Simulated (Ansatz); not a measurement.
Consider the redistribution: `CB(S)CF` + `[CH3][In]([SiH3])[Cl]` → `CB([SiH3])CF` + `[CH3][In]([SH])[Cl]`.

Gas-phase electronic energies from Ansatz, PBE0-D4/def2-TZVP geometries. CBS: MP2 limit from def2 TZ/QZ plus the TZ coupled-cluster correction, frozen cores. DFT in def2-TZVPP. Elements past krypton have def2 core potentials. For In outer-core shells are correlated without core-valence functions, which leaves a few kJ/mol of doubt a bond. Each species was taken in one conformer, which may not be the lowest.

`CB(S)CF`:

Z-matrix (Å, degrees):
```
C
B 1 1.557
H 1 1.096 2 109.4
H 1 1.096 2 109.3 3 114.5
H 1 1.090 2 115.0 3 -122.8
S 2 1.792 1 119.2 3 123.0
C 2 1.575 1 121.7 3 -56.9
H 6 1.346 2 99.1 1 179.9
F 7 1.390 2 112.9 1 -0.6
H 7 1.098 2 111.0 1 -121.6
H 7 1.098 2 110.8 1 120.2
```

`[CH3][In]([SiH3])[Cl]`:

Cartesian coordinates in Å:
```
C 0.926 -0.808 -1.829
In 0.084 0.466 -0.329
Si -0.933 0.224 2.014
Cl 0.109 2.720 -1.045
H 0.203 -1.571 -2.124
H 1.814 -1.308 -1.439
H 1.197 -0.205 -2.695
H -1.410 1.534 2.524
H 0.087 -0.322 2.950
H -2.076 -0.729 1.974
```

`CB([SiH3])CF`:

Cartesian coordinates in Å:
```
C 0.428 -1.559 0.461
B 0.068 -0.140 -0.078
Si -0.727 1.305 1.098
C 0.336 0.166 -1.582
F -0.005 1.445 -2.006
H -0.467 -2.027 0.891
H 1.120 -1.472 1.307
H 0.859 -2.247 -0.272
H -2.047 1.742 0.563
H 0.173 2.492 1.133
H -0.931 0.843 2.501
H -0.208 -0.556 -2.209
H 1.403 0.008 -1.805
```

`[CH3][In]([SH])[Cl]`:

Z-matrix (Å, degrees):
```
C
In 1 2.129
H 1 1.089 2 109.0
H 1 1.090 2 109.4 3 120.2
H 1 1.090 2 109.6 3 -120.4
S 2 2.374 1 130.2 3 177.2
Cl 2 2.345 1 119.2 3 -2.9
H 6 1.344 2 92.2 1 180.0
```

```json
{"species": "`CB(S)CF`", "B2PLYP energy (Eh)": "-602.55465"}
{"species": "`[CH3][In]([SiH3])[Cl]`", "B2PLYP energy (Eh)": "-981.12592"}
{"species": "`CB([SiH3])CF`", "B2PLYP energy (Eh)": "-494.99687"}
{"species": "`[CH3][In]([SH])[Cl]`", "B2PLYP energy (Eh)": "-1088.66549"}
```

(1) Work out ΔE.

Largest T1 diagnostic among the species: 0.012.

## Answers

(1) ΔE = (-494.99687) + (-1088.66549) − (-602.55465) − (-981.12592) = 0.01821 Eh = +11.4 kcal/mol. CCSD(T)/CBS gives +10.9 kcal/mol.

In def2-TZVPP, CCSD(T) changes the Hartree–Fock value by +2.7 kcal/mol (the triples alone add +0.3 kcal/mol) and MP2 by +3.4 kcal/mol.
